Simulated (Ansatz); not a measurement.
Species: AlOClH2, charge 0, singlet. AlOClH2 (SMILES [AlH]([OH])[Cl]).
B3LYP-D3(BJ)/def2-TZVP minimum from Ansatz (a first-principles code):
```
Al
O 1 1.6877
H 2 0.9584 1 124.93
H 1 1.5571 2 119.14 3 180.00
Cl 1 2.1042 4 120.99 2 180.00
```

Hartree-Fock and CCSD(T) correlation energies in hartree (Ansatz). Open shells are spin-unrestricted; no spin-orbit coupling. Cores are frozen in correlated methods. No relativity.

| basis | X | E(HF) | E(corr, CCSD(T)) |
|---|---|---|---|
| cc-pV(T+d)Z | 3 | -777.64333 | -0.55408 |
| cc-pV(Q+d)Z | 4 | -777.65674 | -0.59865 |
| cc-pV(5+d)Z | 5 | -777.65943 | withheld |

Fit E(corr) = E∞ + A/X³ to X = 3 and 4, predict X = 5, and compare with the run.

A = (-0.55408 - (-0.59865))/(1/27 - 1/64) = 2.0815; E∞ = -0.59865 - A/64 = -0.63117; at X = 5, E∞ + A/125 = -0.61452. The run gave -0.61376, 0.76 mEh above the prediction. The same form on X = 4 and 5 gives E∞ = -0.62961, 1.56 mEh above the first estimate.
